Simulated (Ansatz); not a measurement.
A nudged elastic band was laid between two geometries of C2H6F2OSi (12 atoms, charge 0, multiplicity 1).

The calculation used RKS r2SCAN/STO-3G in Ansatz 0.2.0.

```json
{
  "movable images": "7",
  "climbing image": "yes",
  "spring": "5.0 eV/Å²",
  "optimiser": "quadratic models (default)",
  "start path": "IDPP",
  "force threshold": "0.5 eV/Å",
  "iteration limit": "20",
  "end points": "relaxed"
}
```

Initial state:

```xyz
12
Properties=species:S:1:pos:R:3
C -0.144 -1.454 -0.580
Si 0.774 -0.469 0.724
O -0.052 0.978 1.211
C -0.516 1.706 0.061
F 0.417 1.588 -0.997
F -1.738 1.193 -0.417
H -0.223 -0.897 -1.520
H -1.158 -1.707 -0.252
H 0.385 -2.391 -0.787
H 2.123 -0.177 0.272
H 0.859 -1.219 1.958
H -0.650 2.794 0.361
```

Final state:

```xyz
12
Properties=species:S:1:pos:R:3
C -0.343 -1.471 -0.430
Si 0.569 -0.491 0.882
O -0.017 1.132 1.070
C -0.179 1.762 -0.213
F 0.841 1.335 -1.097
F -1.406 1.410 -0.809
H -1.421 -1.492 -0.238
H 0.015 -2.507 -0.444
H -0.186 -1.047 -1.428
H 1.996 -0.507 0.614
H 0.345 -1.066 2.191
H -0.137 2.887 -0.063
```

Q: What changes between the two ends?

A: No bond is made or broken. The dihedral H7–C1–Si2–O3 goes from 65 to -56°. The two ends are copies of one structure, up to a mirror image or an exchange of like atoms.

Q: What energy profile does the band end with?

A: It converged. The highest image is number 4 of 0 to 8, 0.8 kcal/mol above the ends, which have the same energy within 2 meV. The threshold of 0.5 eV/Å is loose, so the images may lie well off the minimum-energy path. The order of the stationary point at the top wasn't checked. Limits of this set-up: minimal basis.

```json
{"image": "0", "path coordinate (Å)": "0.00", "energy (kcal/mol)": "0.0", "dihedral H7–C1–Si2–O3 (°)": "65"}
{"image": "1", "path coordinate (Å)": "0.44", "energy (kcal/mol)": "0.2", "dihedral H7–C1–Si2–O3 (°)": "50"}
{"image": "2", "path coordinate (Å)": "0.88", "energy (kcal/mol)": "0.5", "dihedral H7–C1–Si2–O3 (°)": "36"}
{"image": "3", "path coordinate (Å)": "1.32", "energy (kcal/mol)": "0.7", "dihedral H7–C1–Si2–O3 (°)": "21"}
{"image": "4", "path coordinate (Å)": "1.76", "energy (kcal/mol)": "0.8", "dihedral H7–C1–Si2–O3 (°)": "5"}
{"image": "5", "path coordinate (Å)": "2.20", "energy (kcal/mol)": "0.7", "dihedral H7–C1–Si2–O3 (°)": "-10"}
{"image": "6", "path coordinate (Å)": "2.64", "energy (kcal/mol)": "0.5", "dihedral H7–C1–Si2–O3 (°)": "-26"}
{"image": "7", "path coordinate (Å)": "3.08", "energy (kcal/mol)": "0.2", "dihedral H7–C1–Si2–O3 (°)": "-41"}
{"image": "8", "path coordinate (Å)": "3.52", "energy (kcal/mol)": "0.0", "dihedral H7–C1–Si2–O3 (°)": "-56"}
```

Q: What is the geometry of the highest image?

A: 
```xyz
12
Properties=species:S:1:pos:R:3:forces:R:3
C -0.287 -1.492 -0.479 -0.05 -0.11 -0.10
Si 0.576 -0.498 0.857 0.08 -0.04 0.02
O -0.069 1.097 1.105 -0.04 -0.06 0.05
C -0.236 1.781 -0.148 0.00 -0.01 0.04
F 0.781 1.382 -1.043 0.01 -0.01 -0.08
F -1.469 1.457 -0.752 0.03 -0.04 -0.01
H -1.040 -0.883 -0.994 -0.01 -0.05 0.00
H -0.784 -2.375 -0.057 -0.03 0.15 -0.02
H 0.428 -1.852 -1.229 -0.03 0.10 0.01
H 2.002 -0.451 0.583 0.00 0.03 0.08
H 0.369 -1.124 2.146 0.05 0.07 0.03
H -0.193 2.902 0.045 0.00 -0.04 -0.01
```

Time of the run: 2.3 min on 1 thread of Intel(R) Xeon(R) Processor @ 2.50GHz (Skylake/Cascade Lake) (shared host), peak memory 0.14 GiB.
